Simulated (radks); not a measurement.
Problem. Species: Pr V. Configuration: [Xe] 4f1. Calculated with a radial shooting solver on a logarithmic mesh with Libxc functionals: scalar-relativistic Kohn-Sham, Wu-Cohen GGA, spin-polarised, spherical densities, point nucleus; open shells are filled with parallel spins first (spin-orbit coupling, left out, can overturn this in heavy ions). Some entries of the table are withheld. Estimate them.

| orbital | occ. | eigenvalue (eV) | <1/r> (bohr^-1) | <r^2> (bohr^2) |
|---|---|---|---|---|
| 1s down | 1 | -41862.97 | 64.68 | 0.0007897 |
| 1s up | 1 | -41862.97 | 64.68 | 0.0007897 |
| 2s up | 1 | -6778.018 | 14.93 | 0.01254 |
| 2s down | 1 | -6778.014 | 14.93 | 0.01254 |
| 2p up | 3 | -6070.746 | 14.11 | 0.01001 |
| 2p down | 3 | -6070.744 | 14.11 | 0.01001 |
| 3s up | 1 | -1504.613 | 5.428 | 0.08482 |
| 3s down | 1 | -1504.292 | 5.429 | 0.08480 |
| 3p up | 3 | -1280.617 | 5.135 | 0.08484 |
| 3p down | 3 | -1280.298 | 5.136 | 0.08481 |
| 3d up | 5 | -965.7437 | 4.872 | 0.07224 |
| 3d down | 5 | -965.4947 | 4.873 | 0.07220 |
| 4s up | 1 | -340.4602 | 2.279 | 0.4331 |
| 4s down | 1 | -339.5875 | 2.279 | 0.4331 |
| 4p up | 3 | -266.8451 | 2.104 | 0.4875 |
| 4p down | 3 | -265.9715 | 2.104 | 0.4875 |
| 4d up | 5 | -161.3917 | 1.847 | 0.5944 |
| 4d down | 5 | -160.5274 | 1.846 | 0.5947 |
| 5s up | 1 | -81.2666 | 0.9327 | 2.270 |
| 5s down | 1 | -80.8033 | 0.9297 | 2.282 |
| 5p up | 3 | -61.5528 | 0.8171 | 2.891 |
| 5p down | 3 | -61.1940 | 0.8139 | 2.909 |
| 4f up | 1 | -48.9941 | 1.364 | 1.074 |
| 4f down | 0 | -48.2147 | 1.360 | 1.087 |
| 5d up | 0 | -35.9047 | 0.6209 | 4.876 |
| 5d down | 0 | -35.7086 | 0.6177 | 4.915 |
| 6s up | 0 | -29.7889 | (1) | 10.25 |
| 6s down | 0 | -29.6960 | (2) | 10.30 |

Solution. 
(1) 6s up <1/r> (bohr^-1): 0.4275
(2) 6s down <1/r> (bohr^-1): 0.4265
